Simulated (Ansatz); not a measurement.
Start from `[CH3][Zr]([Cl])([Cl])[Cl]` and change one atom or group to get `[NH2][Zr]([Cl])([Cl])[Cl]`.

Ansatz, PBE0-D4/def2-TZVP geometries, multiplicity 1. Each molecule was computed in one conformer, which needn't be the lowest.

Elements past krypton have def2 core potentials.

| property | `[CH3][Zr]([Cl])([Cl])[Cl]` |
| --- | --- |
| size of the dipole moment (B3LYP/def2-TZVPP) / D | 1.26 |
| zero-point energy (PBE0-D4/def2-TZVP) / kJ/mol | 99.2 |
| HOMO–LUMO gap (ωB97M-V/def2-TZVPP) / eV | 10.75 |
| LUMO energy (B3LYP/def2-TZVPP) / eV | -2.42 |
| HOMO energy (ωB97M-V/def2-TZVPP) / eV | -10.85 |
| LUMO energy (PBE/def2-TZVPP) / eV | -3.06 |

Question: What does the change do to each property? (Best estimate.)

Answer: Computed: 
```
                                        property  `[NH2][Zr]([Cl])([Cl])[Cl]`  shift
size of the dipole moment (B3LYP/def2-TZVPP) / D                         2.82   1.56
  zero-point energy (PBE0-D4/def2-TZVP) / kJ/mol                         73.1  -26.1
         HOMO–LUMO gap (ωB97M-V/def2-TZVPP) / eV                        10.68  -0.07
             LUMO energy (B3LYP/def2-TZVPP) / eV                        -2.35   0.07
           HOMO energy (ωB97M-V/def2-TZVPP) / eV                       -10.70   0.15
               LUMO energy (PBE/def2-TZVPP) / eV                        -2.98   0.08
```

With PBE0 the HOMO rises by 0.16 eV and the LUMO rises by 0.08 eV, so the gap narrows by about 0.08 eV. PBE moves the HOMO by 0.18 eV and ωB97M-V by 0.15 eV. The zero-point energy changes by -26.1 kJ/mol with -3 modes. Dipoles are sizes alone; their direction can turn.

B3LYP here is the variant with VWN-RPA as its local correlation; programs differ in this.
